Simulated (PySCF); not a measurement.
C7H9FN (doublet state).
Atom-mapped SMILES: `[H]/[N:1]=[C:2](\[CH:3]=[CH:4]\[CH:5][F:6])[CH:7]1[CH2:8][CH2:9]1` (hydrogens: H10 on N1; H11 on C3; H12 on C4; H13 on C5; H14 on C7; H15, H16 on C8; H17, H18 on C9)

Cartesian coordinates in Å at the GFN2-xTB level; atoms count from 1:
```
atom  x, y, z in Å
N1    -0.2028   -0.3721   -1.8731
C2    -0.1105   -0.0719   -0.6259
C3     1.0997    0.0416    0.1367
C4     2.3828   -0.1624   -0.3704
C5     3.5225   -0.0573    0.3602
F6     3.4990    0.2581    1.6604
C7    -1.3726    0.1826    0.1059
C8    -2.5152    0.8360   -0.6317
C9    -2.5994   -0.6057   -0.2806
H10    0.6846   -0.5401   -2.3390
H11    1.0133    0.3039    1.1815
H12    2.5132   -0.4229   -1.4121
H13    4.5236   -0.2109   -0.0092
H14   -1.2505    0.4319    1.1521
H15   -2.3311    1.0867   -1.6642
H16   -3.1244    1.5459   -0.0927
H17   -2.4709   -1.3188   -1.0792
H18   -3.2701   -0.9184    0.5051
```

The hyperfine couplings belong to this conformer and change with its torsions.

Theory: UKS B3LYP, pcH-1 on C F H N, non-relativistic, mean-field spin-orbit, GIAO (PySCF). The structure is a single GFN2-xTB conformer in the gas phase; no vibrational or solvent corrections. The geometry wasn't refined by DFT: couplings that depend on bond lengths, twists or pyramidal angles can differ widely from those at the functional's own minimum. No stability test was run, so a lower SCF solution isn't excluded. ⟨S²⟩ is 0.785 where a pure state has 0.75.

Principal values of hyperfine tensors in MHz (contact and dipolar terms together), for some of the nuclei:

| atom | isotope | A1 | A2 | A3 |
| --- | --- | --- | --- | --- |
| C3 | 13C | 4.39 | 5.85 | 144.96 |
| C5 | 13C | 6.23 | 8.84 | 130.80 |
| C4 | 13C | -67.09 | -31.29 | -26.15 |
| H11 | 1H | -57.59 | -39.22 | -16.21 |
| H13 | 1H | -54.30 | -36.53 | -14.69 |
| C2 | 13C | -52.84 | -26.76 | -21.48 |
| H10 | 1H | -34.69 | -24.86 | -1.81 |
| N1 | 14N | -3.18 | -3.04 | 39.96 |

Q: Give the isotropic coupling of each nucleus in MHz and in mT (g = 2.0035), and the anisotropic part.

A: a_iso is a third of the trace, T = A − a_iso, and a(mT) = a(MHz)/(g × 13.996).

```json
{"atom": "C3", "a_iso (MHz)": "51.73", "a_iso (mT)": "1.845", "T1": "-47.34", "T2": "-45.88", "T3": "93.22"}
{"atom": "C5", "a_iso (MHz)": "48.62", "a_iso (mT)": "1.734", "T1": "-42.39", "T2": "-39.79", "T3": "82.18"}
{"atom": "C4", "a_iso (MHz)": "-41.51", "a_iso (mT)": "-1.480", "T1": "-25.58", "T2": "10.22", "T3": "15.36"}
{"atom": "H11", "a_iso (MHz)": "-37.67", "a_iso (mT)": "-1.344", "T1": "-19.91", "T2": "-1.55", "T3": "21.46"}
{"atom": "H13", "a_iso (MHz)": "-35.17", "a_iso (mT)": "-1.254", "T1": "-19.13", "T2": "-1.36", "T3": "20.48"}
{"atom": "C2", "a_iso (MHz)": "-33.69", "a_iso (mT)": "-1.201", "T1": "-19.15", "T2": "6.94", "T3": "12.22"}
{"atom": "H10", "a_iso (MHz)": "-20.45", "a_iso (mT)": "-0.729", "T1": "-14.24", "T2": "-4.41", "T3": "18.65"}
{"atom": "N1", "a_iso (MHz)": "11.24", "a_iso (mT)": "0.401", "T1": "-14.43", "T2": "-14.29", "T3": "28.71"}
```

Q: What spin density at the nucleus of C5 lies behind its contact coupling (g_N = 1.40482)?

A: a_FC = (2μ0/3) gₑ μB g_N μN ρ(0)/(2S·h) = 800.24 MHz × g_N × ρ(0)/(2S), with ρ in bohr⁻³. With a_FC = 48.62 MHz and 2S = 1, ρ(0) = 0.04325 bohr⁻³.

Q: F6 (19F, g_N = 5.25774) isn't in the table. Its spin density at the nucleus is 0.01639 bohr⁻³. What is its contact coupling?

A: By the same relation, a_FC = 69.0 MHz. Its full tensor has the principal values -62.10, -39.24, 308.25 MHz.

Q: Name the largest traceless tensor T of the table and describe it.

A: C3: -47.3, -45.9, 93.2 MHz, axial, in the ratio −1:−1:+2, the form that spin in one p orbital centred on that nucleus gives.

Q: In a single crystal, with the field along each principal axis of the tensor of C5 in turn, what first-order splitting does this nucleus give (isotropic g, quadrupole terms neglected)?

A: 2 lines (I = 1/2), spaced by |A_i|/(g × 13.996): 0.22, 0.32, 4.66 mT along the axes of A1, A2 and A3.

On Intel Xeon at 2.50 GHz, one thread, shared host with 64 logical CPUs at a one-minute load of 62, this took 4.2 min wall (with the writing of density and orbital grids) and 1.1 GiB of memory at its peak.

The SMILES draws the unpaired electron on C5; the largest computed Mulliken spin population is on C3 (0.62 against 0.46).
